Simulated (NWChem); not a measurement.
CH₅AlOS; SMILES C[O][AlH][SH]

```xyz
9

Al    -0.9177     0.0861     0.0005
H     -2.4900     0.2802     0.0031
O     -0.3179    -1.5127    -0.0019
C      0.9163    -2.1771     0.0008
H      1.7900    -1.4841    -0.0195
H      1.0144    -2.8139     0.9089
H      0.9992    -2.8480    -0.8838
S      0.5100     1.7644    -0.0002
H     -0.4987     2.6813    -0.0008
```
Atoms are numbered in this order, from 1.

Program: NWChem. Medium grid unless said otherwise, to which SCAN and Minnesota functionals are sensitive. Geometry: optimised at PBE-D3(BJ)/def2-SVP.

Task: Order these by “highest occupied level (eV)”, lowest first: LC-BLYP (range parameter 0.33 per bohr)/def2-TZVP; M06/def2-TZVP; Hartree-Fock/def2-TZVP; revPBE/def2-TZVP.

Result: Hartree-Fock/def2-TZVP (-10.50), LC-BLYP (range parameter 0.33 per bohr)/def2-TZVP (-9.95), M06/def2-TZVP (-7.64), revPBE/def2-TZVP (-6.37)
